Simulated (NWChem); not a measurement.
System: C3H7O2, doublet; SMILES C([CH]O)(O)C

Input file for NWChem:

```
start job
memory heap 200 mb stack 900 mb global 1100 mb
geometry units angstroms noautosym nocenter noautoz
  C     -0.753536     1.448761    -0.406955
  C     -0.001168     0.504524     0.547526
  O      1.374617     0.372215     0.141553
  C     -0.537787    -0.898176     0.545716
  O     -0.150010    -1.692274    -0.496355
  H     -0.300570     2.450861    -0.416835
  H     -1.797166     1.562769    -0.094538
  H     -0.740065     1.043741    -1.424505
  H     -0.056015     0.912546     1.569174
  H      1.676266     1.230666    -0.191501
  H     -1.543862    -1.106156     0.897174
  H      0.727430    -1.350455    -0.758629
end
basis spherical
  * library def2-svp
end
dft
  odft
  mult 2
  xc m06-2x
  iterations 150
end
cosmo
  do_cosmo_smd true
  solvent water
end
task dft energy
```

Parts of the log:

```
             Northwest Computational Chemistry Package (NWChem) 7.3.0
             --------------------------------------------------------

                             Geometry "geometry" -> ""
                             -------------------------

 Output coordinates in angstroms (scale by  1.889725989 to convert to a.u.)

  No.       Tag          Charge          X              Y              Z
 ---- ---------------- ---------- -------------- -------------- --------------
    1 C                    6.0000    -0.75353600     1.44876100    -0.40695500
    2 C                    6.0000    -0.00116800     0.50452400     0.54752600
    3 O                    8.0000     1.37461700     0.37221500     0.14155300
    4 C                    6.0000    -0.53778700    -0.89817600     0.54571600
    5 O                    8.0000    -0.15001000    -1.69227400    -0.49635500
    6 H                    1.0000    -0.30057000     2.45086100    -0.41683500
    7 H                    1.0000    -1.79716600     1.56276900    -0.09453800
    8 H                    1.0000    -0.74006500     1.04374100    -1.42450500
    9 H                    1.0000    -0.05601500     0.91254600     1.56917400
   10 H                    1.0000     1.67626600     1.23066600    -0.19150100
   11 H                    1.0000    -1.54386200    -1.10615600     0.89717400
   12 H                    1.0000     0.72743000    -1.35045500    -0.75862900

 Effective nuclear repulsion energy (a.u.)     187.2621106933

                                 NWChem DFT Module
                                 -----------------

 Summary of "ao basis" -> "ao basis" (spherical)
 ------------------------------------------------------------------------------
       Tag                 Description            Shells   Functions and Types
 ---------------- ------------------------------  ------  ---------------------
 C                          def2-svp                 6       14   3s2p1d
 O                          def2-svp                 6       14   3s2p1d
 H                          def2-svp                 3        5   2s1p

 in cosmo_initialize ...
 calling solv_data for solv:h2o

 solvent parameters
 solvname_short: h2o
 solvname_long:  water
 dielec:       78.4000
 dielecinf:     1.7769
 aqueous SMD model solvent descriptors
 dielec:       78.4000
 sola:          0.8200

          ---------------
          -cosmo- solvent
          ---------------
 Cosmo: York-Karplus, doi: 10.1021/jp992097l
 dielectric constant -eps-     =  78.40
 screen = (eps-1)/(eps    )    =   0.98724
 surface charge correction     = lagrangian

   van der Waals surface
 --------------------------

 ---------- ATOMIC COORDINATES (A.U.) ------------ VDWR(ANG.) --
     1   -1.42397656    2.73776131   -0.76903344     1.850
     2   -0.00220720    0.95341211    1.03467411     1.850
     3    2.59764947    0.70338436    0.26749638     1.520
     4   -1.01627007   -1.69730653    1.03125371     1.850
     5   -0.28347780   -3.19793416   -0.93797494     1.520
     6   -0.56799494    4.63145573   -0.78770393     1.200
     7   -3.39615130    2.95320519   -0.17865092     1.200
     8   -1.39852006    1.97238449   -2.69192412     1.200
     9   -0.10585300    1.72446189    2.96530889     1.200
    10    3.16768342    2.32562152   -0.36188442     1.200
    11   -2.91747614   -2.09033174    1.69541302     1.200
    12    1.37464338   -2.55198991   -1.43360094     1.200
 number of segments per atom =        128
 number of   points per atom =        128
 atom (   nspa,  nppa )
 ----------------------
    1 (     54,     0 )       0
    2 (     28,     0 )       0
    3 (     54,     0 )       0
    4 (     54,     0 )       0
    5 (     62,     0 )       0
    6 (     53,     0 )       0
    7 (     54,     0 )       0
    8 (     55,     0 )       0
    9 (     54,     0 )       0
   10 (     63,     0 )       0
   11 (     55,     0 )       0
   12 (     52,     0 )       0
 number of -cosmo- surface points =      638
 molecular surface =    104.359 angstrom**2
 molecular volume  =     80.824 angstrom**3
 -lineq- algorithm             =   0
 -bem- low  level              =   3
 -bem- from -octahedral-
 gaussian surface charge width =   4.50000
 degree of switching           =   1.00000
 switching function tolerance  =   0.00010
 atomic radii =
 --------------
    1  6.000  1.850
    2  6.000  1.850
    3  8.000  1.520
    4  6.000  1.850
    5  8.000  1.520
    6  1.000  1.200
    7  1.000  1.200
    8  1.000  1.200
    9  1.000  1.200
   10  1.000  1.200
   11  1.000  1.200
   12  1.000  1.200
 ...... end of -cosmo- initialization ......

 nat:                    12
 ixmem:                  7844
 calling mnsol_interface()
 G(SMD-CDS) energy (kcal/mol)  =     3.543
 SMD-CDS SASA (angstrom**2)    =   138.495

            General Information
            -------------------
          SCF calculation type: DFT
          Wavefunction type:  spin polarized.
          No. of atoms     :    12
          No. of electrons :    41
           Alpha electrons :    21
            Beta electrons :    20
          Charge           :     0
          Spin multiplicity:     2
          Use of symmetry is: off; symmetry adaption is: off
          Maximum number of iterations: 150
          AO basis - number of functions:   105
                     number of shells:    51
          Convergence on energy requested:  1.00D-06
          Convergence on density requested:  1.00D-05
          Convergence on gradient requested:  5.00D-04

              XC Information
              --------------
                       M06-2X Method XC Functional
                     Hartree-Fock (Exact) Exchange  0.540
                        M06-2X Exchange Functional  1.000
                      M06-2X Correlation Potential  1.000

             Grid Information
             ----------------
          Grid used for XC integration:  medium
          Radial quadrature: Mura-Knowles
          Angular quadrature: Lebedev.
          Tag              B.-S. Rad. Rad. Pts. Rad. Cut. Ang. Pts.
          ---              ---------- --------- --------- ---------
          C                   0.70       49          10.0       434
          O                   0.60       49          11.0       434
          H                   0.35       45          11.0       434
          Grid pruning is: on
          Number of quadrature shells:   560
          Spatial weights used:  Erf1

      Superposition of Atomic Density Guess
      -------------------------------------

[...]

                                COSMO-SMD solvation results
                                ---------------------------

             internal energy in gas <Psi(g)|H|Psi(g)> =      -268.585672321481
         internal energy in solvent <Psi(s)|H|Psi(s)> =      -268.583047205769
                               delta internal energy  =         0.002625115712 (    1.65 kcal/mol)
   total free energy in solvent <Psi(s)|H+V/2|Psi(s)> =      -268.601935076292
 polarization energy contribution <Psi(s)|V/2|Psi(s)> =        -0.018887870524 (  -11.85 kcal/mol)
    total free energy in solvent including G(SMD-CDS) =      -268.596288557982
                       G(SMD-CDS) energy contribution =         0.005646518311 (    3.54 kcal/mol)
     1 M fixed-concentration free energy of solvation =        -0.010616236500 (   -6.66 kcal/mol)

                    DFT Final Alpha Molecular Orbital Analysis
                    ------------------------------------------

 Vector   19  Occ=1.000000D+00  E=-4.061243D-01
              MO Center= -5.2D-02,  1.4D-02,  1.0D-01, r^2= 3.2D+00
   Bfn.  Coefficient  Atom+Function         Bfn.  Coefficient  Atom+Function
  ----- ------------  ---------------      ----- ------------  ---------------
    19      0.307053   2 C  py               61      0.224117   5 O  py
    47     -0.218274   4 C  py                5     -0.202855   1 C  py
    46     -0.191400   4 C  px               33     -0.185054   3 O  py
    64      0.161572   5 O  py               96      0.153206  11 H  s
    34      0.142327   3 O  pz               91     -0.131605  10 H  s

 Vector   20  Occ=1.000000D+00  E=-3.609443D-01
              MO Center=  7.0D-01,  4.8D-01,  3.0D-01, r^2= 2.1D+00
   Bfn.  Coefficient  Atom+Function         Bfn.  Coefficient  Atom+Function
  ----- ------------  ---------------      ----- ------------  ---------------
    34      0.465676   3 O  pz               37      0.372963   3 O  pz
    86     -0.260748   9 H  s                20     -0.227480   2 C  pz
    32      0.173151   3 O  px               35      0.150302   3 O  px
    45      0.145556   4 C  s                87     -0.139422   9 H  s
     6      0.125443   1 C  pz                4      0.123020   1 C  px

 Vector   21  Occ=1.000000D+00  E=-2.303937D-01
              MO Center= -3.8D-01, -8.8D-01,  4.4D-01, r^2= 1.9D+00
   Bfn.  Coefficient  Atom+Function         Bfn.  Coefficient  Atom+Function
  ----- ------------  ---------------      ----- ------------  ---------------
    48      0.389513   4 C  pz               51      0.355029   4 C  pz
    46      0.307730   4 C  px               62     -0.249144   5 O  pz
    47     -0.244054   4 C  py               49      0.239048   4 C  px
    65     -0.236543   5 O  pz               45      0.216870   4 C  s
    50     -0.205279   4 C  py                3      0.185957   1 C  s

 Vector   22  Occ=0.000000D+00  E= 9.342605D-02
              MO Center=  5.5D-01,  1.0D+00, -2.2D-01, r^2= 5.8D+00
   Bfn.  Coefficient  Atom+Function         Bfn.  Coefficient  Atom+Function
  ----- ------------  ---------------      ----- ------------  ---------------
     3      1.007188   1 C  s                17      0.826990   2 C  s
    92     -0.818976  10 H  s                72     -0.678642   6 H  s
    31      0.553828   3 O  s                77     -0.543847   7 H  s
    87     -0.530150   9 H  s                82     -0.477629   8 H  s
   102     -0.454080  12 H  s                59      0.437604   5 O  s

 Vector   23  Occ=0.000000D+00  E= 1.337757D-01
              MO Center= -5.0D-01, -1.8D-01,  3.6D-01, r^2= 7.0D+00
   Bfn.  Coefficient  Atom+Function         Bfn.  Coefficient  Atom+Function
  ----- ------------  ---------------      ----- ------------  ---------------
    97      1.045549  11 H  s                87      1.003112   9 H  s
    17     -0.925853   2 C  s               102     -0.891875  12 H  s
    77      0.864415   7 H  s                 3     -0.755234   1 C  s
    59      0.594459   5 O  s                49      0.555621   4 C  px
    45     -0.505878   4 C  s                23     -0.425793   2 C  pz

 Vector   24  Occ=0.000000D+00  E= 1.524632D-01
              MO Center= -3.5D-01,  1.1D+00, -8.6D-01, r^2= 5.5D+00
   Bfn.  Coefficient  Atom+Function         Bfn.  Coefficient  Atom+Function
  ----- ------------  ---------------      ----- ------------  ---------------
     3      2.611246   1 C  s                82     -1.660860   8 H  s
    77     -0.794452   7 H  s                17     -0.700692   2 C  s
    92      0.679505  10 H  s                72     -0.634267   6 H  s
    31     -0.513222   3 O  s                87      0.417539   9 H  s
    21      0.402475   2 C  px               22     -0.357572   2 C  py

                     DFT Final Beta Molecular Orbital Analysis
                     -----------------------------------------

 Vector   18  Occ=1.000000D+00  E=-4.207534D-01
              MO Center=  4.4D-02, -5.9D-01, -2.0D-01, r^2= 3.1D+00
   Bfn.  Coefficient  Atom+Function         Bfn.  Coefficient  Atom+Function
  ----- ------------  ---------------      ----- ------------  ---------------
    61      0.333222   5 O  py               62     -0.271570   5 O  pz
    64      0.249502   5 O  py               33      0.213240   3 O  py
    65     -0.200386   5 O  pz               34      0.164045   3 O  pz
     4     -0.157939   1 C  px               18      0.151096   2 C  px
    36      0.149518   3 O  py               76      0.145758   7 H  s

 Vector   19  Occ=1.000000D+00  E=-3.979643D-01
              MO Center= -6.2D-02, -8.7D-02,  1.2D-01, r^2= 3.1D+00
   Bfn.  Coefficient  Atom+Function         Bfn.  Coefficient  Atom+Function
  ----- ------------  ---------------      ----- ------------  ---------------
    19      0.332730   2 C  py               61      0.271220   5 O  py
    47     -0.221185   4 C  py                5     -0.200981   1 C  py
    64      0.200664   5 O  py               46     -0.183572   4 C  px
    33     -0.165810   3 O  py               96      0.159840  11 H  s
    34      0.151706   3 O  pz               22      0.141880   2 C  py

 Vector   20  Occ=1.000000D+00  E=-3.577313D-01
              MO Center=  6.6D-01,  4.8D-01,  3.0D-01, r^2= 2.1D+00
   Bfn.  Coefficient  Atom+Function         Bfn.  Coefficient  Atom+Function
  ----- ------------  ---------------      ----- ------------  ---------------
    34      0.453335   3 O  pz               37      0.365723   3 O  pz
    86     -0.265841   9 H  s                20     -0.239224   2 C  pz
    32      0.174276   3 O  px               35      0.150099   3 O  px
    87     -0.146675   9 H  s                45      0.141726   4 C  s
     6      0.132358   1 C  pz                4      0.123338   1 C  px

 Vector   21  Occ=0.000000D+00  E= 1.865535D-02
              MO Center= -3.7D-01, -8.3D-01,  5.6D-01, r^2= 2.3D+00
   Bfn.  Coefficient  Atom+Function         Bfn.  Coefficient  Atom+Function
  ----- ------------  ---------------      ----- ------------  ---------------
    51      0.478278   4 C  pz                3      0.451988   1 C  s
    48      0.318951   4 C  pz               45      0.272610   4 C  s
    49      0.269307   4 C  px               50     -0.257562   4 C  py
    46      0.253072   4 C  px               72     -0.245538   6 H  s
    65     -0.228402   5 O  pz               62     -0.204915   5 O  pz

 Vector   22  Occ=0.000000D+00  E= 9.409136D-02
              MO Center=  5.0D-01,  1.1D+00, -2.2D-01, r^2= 5.9D+00
   Bfn.  Coefficient  Atom+Function         Bfn.  Coefficient  Atom+Function
  ----- ------------  ---------------      ----- ------------  ---------------
     3      1.107804   1 C  s                17      0.831173   2 C  s
    92     -0.811562  10 H  s                72     -0.731404   6 H  s
    77     -0.587672   7 H  s                87     -0.546520   9 H  s
    31      0.530300   3 O  s                82     -0.494875   8 H  s
   102     -0.431826  12 H  s                59      0.408716   5 O  s

 Vector   23  Occ=0.000000D+00  E= 1.342125D-01
              MO Center= -4.3D-01, -1.4D-01,  4.1D-01, r^2= 7.0D+00
   Bfn.  Coefficient  Atom+Function         Bfn.  Coefficient  Atom+Function
  ----- ------------  ---------------      ----- ------------  ---------------
    87     -1.102042   9 H  s                17      1.033662   2 C  s
    97     -0.992707  11 H  s               102      0.879315  12 H  s
    77     -0.835256   7 H  s                 3      0.616947   1 C  s
    59     -0.601056   5 O  s                49     -0.544536   4 C  px
    23      0.470436   2 C  pz               45      0.448352   4 C  s

   alpha - beta orbital overlaps
   -----------------------------

   alpha      1      2      3      4      5      6      7      8      9     10
    beta      1      2      3      4      5      6      7      8      9     10
 overlap   1.000  1.000  1.000  1.000  1.000  0.991  0.991  0.996  0.988  0.992

   alpha     11     12     13     14     15     16     17     18     19     20
    beta     11     12     13     14     15     18     16     17     19     20
 overlap   0.998  0.996  0.963  0.949  0.864  0.631  0.987  0.713  0.985  0.997

   alpha     21     22     23     24     25     26     27     28     29     30
    beta     21     22     23     24     26     25     27     28     29     30
 overlap   0.975  0.999  0.997  0.984  0.985  0.995  0.995  0.995  0.996  0.994

[...]
```

Level: M06-2X/def2-SVP, spin-unrestricted, SMD on the gas-phase geometry. Coordinates come from a B3LYP/6-31G* (spherical d), spin-unrestricted optimisation. No stability test was run on the SCF state. Solvent: water.
